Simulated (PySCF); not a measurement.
C3H8MgO, SMILES C[CH](C)[Mg][OH]. Atoms are numbered in the order given.

```xyz
13

Mg     1.0715    -0.1056     0.0000
C     -1.0299    -0.3894     0.0000
C     -1.7080     0.1644     1.2604
C     -1.7080     0.1644    -1.2604
H     -1.1823    -1.4888     0.0000
H     -2.8005    -0.0305     1.2558
H     -1.5927     1.2602     1.3477
H     -1.3104    -0.2764     2.1909
H     -1.3104    -0.2764    -2.1909
H     -2.8005    -0.0305    -1.2558
H     -1.5927     1.2602    -1.3477
O      2.8293     0.1191     0.0000
H      3.7719     0.2609     0.0000
```
Charge 0, spin multiplicity 1.

Geometry: r2SCAN-D4/def2-SVP. The values are those of a single conformer.

Computed with PBE/pcSseg-1 (PySCF).

GIAO shieldings, no solvent; atoms alike by connectivity are averaged. δ = σ(ref) − σ: ¹³C against TMS (σ = 182.0 ppm); ¹H against TMS (σ = 31.49 ppm); ¹⁷O against H2O (σ = 334.3 ppm), references at their B3LYP-D3(BJ)/def2-TZVP geometries, non-relativistic.

| nucleus | atoms | count | δ (ppm) |
|---|---|---|---|
| ¹³C | C3, C4 | 2 | 30.2 |
| ¹³C | C2 | 1 | 18.9 |
| ¹H | H6, H7, H8, H9, H10, H11 | 6 | 1.82 |
| ¹H | H5 | 1 | 1.21 |
| ¹H | H13 | 1 | -0.32 |
| ¹⁷O | O12 | 1 | -41.7 |
